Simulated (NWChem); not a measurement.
H$_{2}$Al (+1) in NWChem

```xyz
3

Al     0.0000     0.0000     0.0000
H      0.0000     0.0000     1.5579
H      0.0000     0.0000    -1.5579
```
Charge +1, spin multiplicity 1.

All runs are NWChem calculations. The geometry was optimised at PBE0/def2-SVP, a minimum by its harmonic frequencies.

Symmetry labels belong to the abelian group D2h used in the runs, with the axes of the coordinates shown; states degenerate in a higher group split over its labels.

The spin multiplicity of the parent species was assumed, not shown to be that of its ground state. The structure started from a generated list of species.

List the lowest 4 singlet excitations that TD-PBE/aug-cc-pVDZ gives, with oscillator strengths.


| state | symmetry | energy (eV) | wavelength (nm) | f |
|---|---|---|---|---|
| 1 | b3g | 6.02 | 206 | 0.000 |
| 2 | b2g | 6.02 | 206 | 0.000 |
| 3 | b2u | 8.98 | 138 | 0.254 |
| 4 | b3u | 8.98 | 138 | 0.254 |
